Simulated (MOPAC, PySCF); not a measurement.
[Zr(H)4], neutral singlet in the gas phase. 

Z-matrix (Å, degrees):
```
Zr
H 1 1.8482
H 1 1.8482 2 109.47
H 1 1.8482 2 109.47 3 120.00
H 1 1.8482 2 109.47 4 120.00
```
Charge 0, spin multiplicity 1.

All levels are single points at this geometry (r2SCAN-D4/def2-SVP); Pople sets use spherical d functions. Orbital energies aren't observables, and empty levels follow the basis.

B3LYP/6-31G* (LANL2DZ on Zr) in PySCF gives dipole (D) = 0.00.

**Question.** Estimate the dipole (D) from each of these levels: PBE-D3(BJ)/def2-TZVP in PySCF; TPSSh-D3(BJ)/def2-TZVP in PySCF; M06-2X/6-31G* (LANL2DZ on Zr) in PySCF; HF/6-31G* (LANL2DZ on Zr) in PySCF; PM6 in MOPAC.

**Answer.** 
```json
[
 {"level": "PBE-D3(BJ)/def2-TZVP in PySCF", "dipole (D)": "0.00"},
 {"level": "TPSSh-D3(BJ)/def2-TZVP in PySCF", "dipole (D)": "0.00"},
 {"level": "M06-2X/6-31G* (LANL2DZ on Zr) in PySCF", "dipole (D)": "0.00"},
 {"level": "HF/6-31G* (LANL2DZ on Zr) in PySCF", "dipole (D)": "0.00"},
 {"level": "PM6 in MOPAC", "dipole (D)": "0.00"}
]
```
